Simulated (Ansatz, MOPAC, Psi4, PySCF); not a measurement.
System: CH$_{6}$BO$_{2}$Si, net charge 0, doublet state. SMILES: [CH2][SiH2]B(O)O
Geometry: optimised at B3LYP-D3(BJ)/def2-TZVP (Ansatz, a first-principles code).

Wanted: enthalpy of formation at 298 K, in kcal/mol. Set-up: six Cartesian d functions in 6-31G* and its kin unless marked 5d; UHF or UKS for open shells; frozen cores in correlated levels; LANL2DZ with its own core potentials from Na on; non-relativistic; 6-311+G** with 5d, 6d on Na to Ar in Ansatz; dispersion terms only where a functional's name holds one; spin-orbit terms left out. CBS(X,Y): correlation extrapolated as X^-3; Hartree-Fock from the larger set. Ab initio and DFT rows: single points at B3LYP-D3(BJ) geometries (Ansatz), with unscaled harmonic terms from B3LYP/6-31G* (Ansatz) at its own minima, enthalpies of formation by atomisation with measured atoms. Semi-empirical rows: MOPAC heats of formation at their own minima for 298 K.

Coupled cluster (Ansatz) is a level with limits of its own, used here on species with T1 under 0.025 (0.045 for open shells) and stable references: CCSD(T)/CBS(cc-pV(T+d)Z,cc-pV(Q+d)Z).

Value to compare with, CCSD(T)/CBS(cc-pV(T+d)Z,cc-pV(Q+d)Z) (Ansatz): -104.1 kcal/mol.

```json
[
 {"level": "PM3", "program": "MOPAC", "enthalpy of formation at 298 K (kcal/mol)": "-140.9", "difference": "-36.8"},
 {"level": "MNDO", "program": "MOPAC", "enthalpy of formation at 298 K (kcal/mol)": "-145.8", "difference": "-41.7"},
 {"level": "HF/6-31G*", "program": "Ansatz", "enthalpy of formation at 298 K (kcal/mol)": "163.0", "difference": "267.1"},
 {"level": "SVWN5/6-31G*", "program": "Ansatz", "enthalpy of formation at 298 K (kcal/mol)": "-236.8", "difference": "-132.7"},
 {"level": "PBE/LANL2DZ", "program": "Ansatz", "enthalpy of formation at 298 K (kcal/mol)": "-74.1", "difference": "30.0"},
 {"level": "PBE/def2-SVP", "program": "Ansatz", "enthalpy of formation at 298 K (kcal/mol)": "-121.9", "difference": "-17.8"},
 {"level": "BP86/def2-SVP", "program": "PySCF", "enthalpy of formation at 298 K (kcal/mol)": "-130.1", "difference": "-26.0"},
 {"level": "B3LYP/6-31G*", "program": "Ansatz", "enthalpy of formation at 298 K (kcal/mol)": "-86.2", "difference": "17.9"},
 {"level": "B3LYP/6-31G**", "program": "Ansatz", "enthalpy of formation at 298 K (kcal/mol)": "-97.1", "difference": "7.0"},
 {"level": "PBE0/6-311+G**", "program": "Ansatz", "enthalpy of formation at 298 K (kcal/mol)": "-91.2", "difference": "12.9"},
 {"level": "M06-2X/6-311+G**", "program": "PySCF", "enthalpy of formation at 298 K (kcal/mol)": "-96.9", "difference": "7.2"},
 {"level": "wB97X-D/6-31G*", "program": "Psi4", "enthalpy of formation at 298 K (kcal/mol)": "-93.8", "difference": "10.3"},
 {"level": "MP2/3-21G", "program": "Ansatz", "enthalpy of formation at 298 K (kcal/mol)": "62.6", "difference": "166.7"},
 {"level": "B2PLYP-D3(BJ)/def2-TZVPD", "program": "Ansatz + dftd3", "enthalpy of formation at 298 K (kcal/mol)": "-94.8", "difference": "9.3"}
]
```

Among the 13 habitual levels, HF/6-31G* lies farthest from CCSD(T)/CBS(cc-pV(T+d)Z,cc-pV(Q+d)Z) (Ansatz) (267.1 kcal/mol); 8 of 13 lie above it, and their mean absolute difference is 59.5 kcal/mol, the median 26.0. One case shows no general order.

The levels are drawn from those run, B3LYP/6-31G* more often than the rest, none by its result; left out are runs that failed, that the program found above a lower state of the same kind, or whose <S^2> lies over 0.5 above the pure value.
